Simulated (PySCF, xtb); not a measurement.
C3H7InO2, SMILES [CH2](C=C)[In]([OH])[OH].

xtb 6.7.1 with GFN2-xTB at its own geometry gives an orbital gap of 2.71 eV and a dipole moment of 3.91 D.

Geometry: B3LYP-D3(BJ)/def2-SVP. The def2 effective core potentials stand for the cores of In; spin–orbit coupling is left out. One conformer was computed; it need not be the lowest.

Problem. What does r2SCAN/def2-TZVP (PySCF) give? (The exact figures need the calculation; the answer reports its results.)

Solution. gap 4.12 eV (levels -6.19 and -2.07 eV), dipole 2.46 D.
